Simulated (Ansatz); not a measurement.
`CO[SiH2]SC` + H₂ → `CO[SiH3]` + CH₃SH at 500 K and 1 bar (hydrogenolysis of the Si–S bond).

Gas-phase electronic energies from Ansatz, PBE0-D4/def2-TZVP geometries. CCSD(T)/CBS adds triple-zeta CCSD(T) − MP2 to the extrapolated MP2 energy (def2 sets, frozen cores). This one scheme is used for every species. One conformer a species, not always the lowest.

```csv
species,CCSD(T)/CBS energy (Eh),H − E (kJ/mol),S (J/(mol·K))
`CO[SiH2]SC`,-843.00374,314.0,454.2
H₂,-1.17544,41.0,145.5
`CO[SiH3]`,-405.93001,211.0,345.4
CH₃SH,-438.22835,145.1,283.7
```

H − E and S are ideal-gas, rigid-rotor, harmonic terms from PBE0-D4/def2-TZVP, for one conformer and one mirror image of each species. The MP2-based limit puts H₂ 0.8 mEh under its directly extrapolated value; such offsets cancel only in part. 1 Eh = 2625.50 kJ/mol, R = 8.31446 J/(mol·K).

Task: By hand: ΔE, ΔH, ΔS and ΔG.

Result: ΔE = (-405.93001) + (-438.22835) − (-843.00374) − (-1.17544) = 0.02082 Eh = 54.7 kJ/mol. Δ(H − E) = 211.0 + 145.1 − 314.0 − 41.0 = 1.1, so ΔH = 55.8 kJ/mol. ΔS = 345.4 + 283.7 − 454.2 − 145.5 = 29.4 J/(mol·K). ΔG = 55.8 − 500 × (29.4)/1000 = 41.1 kJ/mol.

Task: By hand: the equilibrium constant, and the temperature at which ΔG would vanish if ΔH and ΔS stayed fixed.

Result: log₁₀ K = −ΔG/(RT ln 10) = -4.3. ΔG = 0 at ΔH/ΔS = 1898 K.

ΔH outweighs TΔS. A doubt of 5 kJ/mol in ΔE shifts log₁₀ K by 0.5 here. Other conformers and mirror images would add mixing entropy, several J/(mol·K) or more a flexible species. Modes under 60 cm⁻¹, often nearly free rotors, make the harmonic entropy too high. These are equilibria of isolated gas molecules and say nothing of rates. Largest T1 diagnostic: 0.011 (customary marks: 0.02 for closed shells, 0.045 for open ones).
